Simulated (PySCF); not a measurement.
Run record for `C(/F)(OCF)=C\C#C`: PBE0/def2-SVPD, TDA, 3 singlets.

Method: TDA PBE0/def2-SVPD, vertical, gas phase, core orbitals frozen in the response (PySCF 2.14.0, density-fitted response routines). Geometry: GFN2-xTB. A driver script takes a list of jobs; this job's settings line and coordinates (Å) are shown.

Command:
```bash
OMP_NUM_THREADS=1 python probes_run.py task.json out
```

Input:
```
{"job": {"kind": "uv", "xc": "PBE0", "basis": "def2-SVPD", "nstates": 3, "ntriplets": 2, "tda": true}, "charge": 0, "multiplicity": 1}
C     -1.722768    -1.405106    -0.843098
C     -1.388103    -0.370520    -0.332935
C     -1.083577     0.865848     0.265652
C      0.120662     1.316974     0.610366
F      0.227042     2.529985     1.169581
O      1.368699     0.787254     0.541131
C      1.552798    -0.479081     0.037742
F      1.392115    -0.496329    -1.319092
H     -1.985933    -2.311721    -1.299147
H     -1.921043     1.523810     0.450971
H      2.595091    -0.748931     0.243559
H      0.846216    -1.212870     0.449244
```

Predict the output.

```
coarse grid: 11168 points
cycle   1  E = -466.7182942593  dE =  1.340e+00  |g| = 7.968e-01  |ddm| = 9.728e+00
cycle   2  E = -466.5661320965  dE =  1.522e-01  |g| = 1.179e+00  |ddm| = 2.694e+00
cycle   3  E = -466.8398970234  dE = -2.738e-01  |g| = 1.465e-01  |ddm| = 1.531e+00
cycle   4  E = -466.8436257990  dE = -3.729e-03  |g| = 9.095e-02  |ddm| = 2.771e-01
cycle   5  E = -466.8455170834  dE = -1.891e-03  |g| = 2.303e-02  |ddm| = 1.350e-01
cycle   6  E = -466.8456222345  dE = -1.052e-04  |g| = 9.462e-03  |ddm| = 5.310e-02
cycle   7  E = -466.8456416948  dE = -1.946e-05  |g| = 2.266e-03  |ddm| = 1.576e-02
cycle   8  E = -466.8456429616  dE = -1.267e-06  |g| = 2.995e-04  |ddm| = 3.819e-03
final grid: 111944 points
cycle   9  E = -466.9170933367  dE = -3.836e-05  |g| = 9.203e-03  |ddm| = 1.249e-01
cycle  10  E = -466.9170763276  dE =  1.701e-05  |g| = 1.346e-02  |ddm| = 2.854e-02
cycle  11  E = -466.9171096839  dE = -3.336e-05  |g| = 1.460e-03  |ddm| = 1.376e-02
cycle  12  E = -466.9171101404  dE = -4.565e-07  |g| = 4.938e-04  |ddm| = 2.884e-03
cycle  13  E = -466.9171101907  dE = -5.026e-08  |g| = 1.664e-04  |ddm| = 8.179e-04
cycle  14  E = -466.9171101962  dE = -5.451e-09  |g| = 8.263e-05  |ddm| = 3.199e-04
cycle  15  E = -466.9171101978  dE = -1.611e-09  |g| = 1.842e-05  |ddm| = 1.263e-04
cycle  16  E = -466.9171101978  dE = -7.867e-11  |g| = 3.534e-06  |ddm| = 4.071e-05
converged SCF energy = -466.9171101978

Static polarisability (au): isotropic 65.797, principal 43.936 62.783 90.671

Singlet excitations
state   eV       nm        f      main configurations
  1   5.6954    217.7   0.01893   H->L+1 0.56, H-1->L 0.28
  2   5.8426    212.2   0.09266   H-1->L 0.30, H->L+1 0.30, H->L 0.27
  3   5.9330    209.0   0.16966   H->L 0.41, H-1->L 0.39, H-1->L+1 0.09

Triplet excitations (Tamm-Dancoff, eV): 3.5718 5.2126
```

The SCF starts on a coarse grid where the log names one; the energy can jump when the final grid takes over, and dE then counts from the start density on the new grid. H and L stand for HOMO and LUMO; the number after each pair is its weight.

Give S1 in cm⁻¹ and kJ/mol.

5.6954 eV × 8065.54 = 45936 cm⁻¹; × 96.485 = 549.5 kJ/mol.

Which computed singlet has the largest oscillator strength, and what do all of them sum to?

State 3 at 5.93 eV (209 nm), f = 0.170; the 3 states sum to 0.281.

In short: SCF converged in 16 cycles with 201 basis and 722 fitting functions; HOMO -6.97 eV, LUMO -0.73 eV; lowest singlet 5.70 eV; lowest triplet 3.57 eV (Tamm–Dancoff); mean polarisability 65.8 au.

Time: 25 s (with the writing of density and orbital grids); peak memory 0.80 GiB. Hardware: Intel Xeon Platinum 8488C, one thread, on a shared host.

The values belong to the conformer `[CH:1]#[C:2]/[CH:3]=[C:4](/[F:5])[O:6][CH2:7][F:8]`: C3–C4–O6–C7 -1°, C4–O6–C7–F8 73°.
